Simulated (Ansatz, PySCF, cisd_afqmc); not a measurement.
System: C3H6O, charge 0, singlet. C3H6O (SMILES C1[C@H](C)O1).
B3LYP-D3(BJ)/def2-TZVP minimum from Ansatz (an electronic-structure program):
```
C
H 1 1.0883
O 1 1.4326 2 113.21
C 3 1.4309 1 61.46 2 108.79
H 4 1.0859 3 115.26 1 -111.45
H 4 1.0864 5 115.42 3 138.05
C 1 1.5007 2 115.53 3 -138.24
H 7 1.0905 1 110.63 2 -179.55
H 7 1.0919 8 108.34 1 121.39
H 7 1.0926 8 108.70 9 117.14
```
Charge 0, spin multiplicity 1.

Atomisation energy term by term, kcal/mol (programs: Ansatz, cisd_afqmc). Radicals and triplets start from unrestricted determinants; spin-orbit coupling is neglected. Cores are frozen in correlated methods. Rows without X2C or -DK are non-relativistic. The Monte Carlo rows (phaseless AFQMC, CISD trial, step 0.005/hartree) carry one-sigma bars that omit the constraint's bias. Outlying blocks are dropped, and bars are widened where a walk drifts. Over all cases where full CI ran beside it in this data, AFQMC minus full CI had a median of +0.1 mEh and passed +0.4 mEh in a tenth of the cases. CBS(X,Y): correlation extrapolated as X^-3, Hartree-Fock from the larger set. A bracket is a step between two methods taken in the basis named. 'core' is core correlation in cc-pwCVTZ, 'X2C' scalar relativity in cc-pVTZ-DK, both at CCSD(T). For partners of very few electrons the exact lower level stands in for a higher one.

| term | basis | kcal/mol |
|---|---|---|
| Hartree-Fock | cc-pVQZ | 688.83 |
| CCSD correlation | CBS(cc-pVTZ,cc-pVQZ) | 243.23 |
| (T) | CBS(cc-pVTZ,cc-pVQZ) | 15.94 |
| CCSDT(Q) - CCSD(T) | cc-pVDZ | 0.65 |
| core correlation | cc-pwCVTZ | 3.63 |
| scalar relativity | X2C, cc-pVTZ-DK | -0.75 |
| minus zero-point energy | Hessian by PySCF at B3LYP-D3(BJ)/def2-TZVP | -53.50 |
| sum: D0 |  | 898.0 |

The step beyond CCSD(T) by other levels: AFQMC/CISD in cc-pVTZ 0.79 ± 0.26 kcal/mol.
